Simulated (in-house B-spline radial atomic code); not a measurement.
## B3LYP (VWN-RPA) excitations of C III (C2+)

Method: B3LYP (VWN-RPA). Computed with a B-spline radial code for spherical atoms: linear response of the closed shell [He] 2s2 with the functional's adiabatic kernel; non-relativistic, point nucleus, no spin-orbit coupling, no double excitations, S, P, D and F terms only.

Command:
```bash
python run_td.py task.json out
```
Settings (radii: box in bohr, nucleus in fm):
```
Z                        6
electrons                4
configuration            [He] 2s2
hamiltonian              nr
method                   b3lyp
box_radius               29.48
intervals                49
```

Cost of the run: 0.1 s on 1 thread of Arm Neoverse N1, with other jobs on the host.

The lowest states, in the order of their Tamm-Dancoff energies; the method's threshold (minus the highest occupied level) is 41.77 eV. Labels give the largest channel, * marks a mixed state, and oscillator strengths are full-response dipole values. Semilocal kernels can invert the small singlet-triplet splittings of Rydberg terms. Energies in eV:

```tsv
state	full response	Tamm-Dancoff	oscillator strength
2s → 2p 3P	4.613	5.507	-
2s → 2p 1P	11.695	12.363	0.728
2s → 3s 3S	27.959	27.970	-
2s → 3s 1S	?	?	-
2s → 3p 3P	?	?	-
2s → 3p 1P	30.41	30.42	0.217
2s → 3d 3D	31.41	31.43	-
2s → 3d 1D	31.93	31.93	-
2s → 4s 3S	35.44	35.44	-
2s → 4s 1S	35.75	35.76	-
2s → 4p 3P	36.18	36.18	-
2s → 4p 1P	36.29	36.29	0.0649
2s → 4d 3D	36.70	36.71	-
2s → 4d 1D	36.88	36.88	-
2s → 4f 1F	37.19	37.19	-
2s → 4f 3F	37.23	37.23	-
```

**Question.** Where does 2s → 3p 3P lie?

**Answer.** At 30.10 eV in full response, 30.12 eV in Tamm-Dancoff.

**Question.** Where does 2s → 3s 1S lie?

**Answer.** At 29.057 eV in full response, 29.084 eV in Tamm-Dancoff.

**Question.** How large is the singlet-triplet splitting of 2s → 2p (P terms) in Tamm-Dancoff?

**Answer.** 6.86 eV, from the unrounded values.

**Question.** What polarisabilities and dispersion coefficient does the method give?

**Answer.** Dipole 4.318 bohr³, quadrupole 5.388 bohr⁵, C6 6.65 hartree·bohr⁶ for two such species.
